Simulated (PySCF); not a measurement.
SMILES C([SiH3])C[SiH2]Cl, singlet at its B3LYP/def2-SVP optimised geometry (Å):

```
14

Si    -1.3878    -1.7900     4.4048
C     -0.6708    -0.9298     2.8729
C     -1.1078    -1.5477     1.5285
Si    -0.4296    -0.6771     0.0000
Cl    -1.0601     1.3166     0.0000
H     -0.9674    -3.2239     4.4386
H     -2.8807    -1.7414     4.3736
H     -0.9101    -1.1216     5.6519
H     -0.9639     0.1341     2.9127
H      0.4306    -0.9395     2.9629
H     -2.2094    -1.5607     1.4414
H     -0.7901    -2.6055     1.4579
H     -0.9327    -1.3166    -1.2473
H      1.0601    -0.6771     0.0000
```

Level of theory: PySCF with B3LYP/def2-TZVP. Cells within 0.4 Å of a nucleus heavier than hydrogen are left out (blank, or x).

Map of the deformation density (molecule minus spherical neutral atoms) (e/bohr³) on the plane z = 0.0 Å:

```
|222222222222222222222222222|
|222222211112222222222222222|
|222221111111222222222222222|
|222221111111122222222222222|
|222211111111222222222222222|
|222211111112222222222222222|
|222221111122222222222222222|
|222222222xx3222211222222222|
|22222224xxx3222111122222222|
|22222223xxx2221111112222222|
|222222222223221111111222222|
|222222223444321111111122222|
|221111223444211111111112222|
|221111112222111222111112222|
|211111110012113554211112222|
|21111110001xx25898211112222|
|21111110001xx25898211112222|
|111111111111113554211112222|
|111111111110001222111112222|
|211111111110000111111112222|
|211111111110001111111122222|
|211111111111111111111222222|
|221111111111111111112222222|
|221111111111111111112222222|
|222111111111111111122222222|
|222211111111111112222222222|
|222222111111111122222222222|
```
Scale: ten equal steps from -0.019 (start of '0') to 0.075 (end of '9'), in the order '0123456789'; x runs from -3.50 to 3.50, y from -3.50 (bottom) to 3.50 (top).
